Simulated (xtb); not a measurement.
ClGe (SMILES [Cl][Ge]), doublet, geometry from GFN2-xTB, atoms displaced at random by about 0.02 Å a coordinate. Base run: xtb 6.7.1 with GFN1-xTB.

Here is a job for xtb.
```
$ xtb mol.xyz --gfn 1 --uhf 1 --opt --json

# file mol.xyz
2

Ge    -0.01849031    -0.02306757    -0.76539955
Cl    -0.02719635     0.00751794     1.41163948
```

Each row names what was changed in the base input (with any setting that the change needs).

```
change               ΔE vs base (kcal/mol)  optimiser steps
-------------------  ---------------------  ---------------
base                                 0.000                3
engine = inertial                    0.000                -
opt level = sloppy                   0.010                1
alpb = hexane                        -3.31                2
opt level = vtight                   0.000                5
opt level = tight                    0.000                3
opt level = lax                      0.000                2
opt level = loose                    0.010                1
opt level = crude                    0.010                1
opt level = extreme                  0.000                5
```
